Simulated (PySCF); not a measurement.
[TiBr6]3-: what the settings change

The complex [TiBr6]3- (charge -3) contains Ti(III), shell d1. The structure is a PBE0-D3(BJ)/def2-SVP, IEF-PCM water geometry optimised for multiplicity 2; coordination octahedral, point group Oh, metal–donor distances 2.63 Å.

```
7

Ti    0.0000    0.0000    0.0000
Br    2.6261    0.0000    0.0000
Br   -2.6261    0.0000    0.0000
Br    0.0000    2.6261    0.0000
Br    0.0000   -2.6261    0.0000
Br    0.0000    0.0000    2.6261
Br    0.0000    0.0000   -2.6261
```

Method (PySCF 2.14, density fitting): CASSCF(1,5) with orbitals averaged over all microstates of the shell, strongly contracted NEVPT2 on the averaged canonical orbitals; basis x2c-TZVPall on the metal, x2c-SVPall elsewhere; spin-free X2C; IEF-PCM water; spin-orbit coupling by state interaction with the mean-field operator over all roots.

Base run: NEVPT2 ground state 2T2g, next 2Eg at 11343, 10Dq(NEVPT2) 11343, ζ 83 cm⁻¹, μeff(300 K) 1.86 μB.

**Question.** What happens with the basis x2c-TZVPall on all atoms?

**Answer.** NEVPT2 ground state 2T2g, next 2Eg at 11056, 10Dq(NEVPT2) 11056, ζ 83 cm⁻¹, μeff(300 K) 1.86 μB. It took 210 s against 88 s on a shared host of the same kind.

No frequencies were computed for the optimised geometry. Charge-transfer states lie outside this active space and may come lower than some of these levels. The ground state is orbitally degenerate in this regular structure, which would distort (Jahn–Teller), so its moment is that of the undistorted model. NEVPT2 lifts 2Eg from 9709 to 11343 cm⁻¹; on the d shell alone it tends to overshoot states that fill the eg-type orbitals. NEVPT2 on the d shell alone tends to put d–d bands too high for such charged or covalently bound ions.
